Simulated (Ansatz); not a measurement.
Reaction (ligand exchange at the Al–Br bond): `[OH][Al]([OH])[Br]` + silanol → `[OH][Al]([OH])[O][SiH3]` + HBr

Isolated molecules relaxed with PBE0-D4/def2-TZVP in Ansatz; ΔE leaves out vibrations. CCSD(T)/CBS adds triple-zeta CCSD(T) − MP2 to the extrapolated MP2 energy (def2 sets, frozen cores). This one scheme is used for every species. Functionals use def2-TZVPP. For Br outer-core shells are correlated without core-valence functions, which leaves a few kJ/mol of doubt a bond. Scalar relativity is left out up to krypton. One conformer a species, not always the lowest.

`[OH][Al]([OH])[Br]`:

```xyz
6

O    -0.369   -0.039   -1.609
Al   -0.028    0.037    0.035
O     1.154   -0.988    0.648
Br   -1.125    1.472    1.379
H    -1.029    0.514   -2.024
H     1.398   -0.998    1.571
```

`O[SiH3]`:

```xyz
6

O     0.292    1.231   -0.207
Si   -0.235   -0.318   -0.009
H     1.178    1.443    0.087
H     0.617   -1.287   -0.752
H    -1.615   -0.349   -0.544
H    -0.239   -0.719    1.425
```

`[OH][Al]([OH])[O][SiH3]`:

Cartesian coordinates in Å:
```
O 1.976 1.304 0.460
Al 0.883 0.590 -0.605
O 1.113 0.757 -2.269
O -0.411 -0.271 0.020
Si -1.454 -0.972 1.050
H 2.729 1.806 0.153
H 0.524 0.374 -2.917
H -0.808 -2.122 1.737
H -2.636 -1.469 0.297
H -1.916 0.003 2.074
```

HBr:

```xyz
2

Br    0.100    0.000   -0.703
H    -0.100    0.000    0.703
```

| level | ΔE (kcal/mol) |
| --- | --- |
| PBE-D4 | 2.4 |
| MP2/CBS(def2) | 1.6 |

Task: What does CCSD(T)/CBS give? (An estimate is asked.)

Result: Computed: +0.7 kcal/mol. The listed levels differ from it by 1.7, 0.9 kcal/mol.

Largest T1 diagnostic among the species: 0.012.
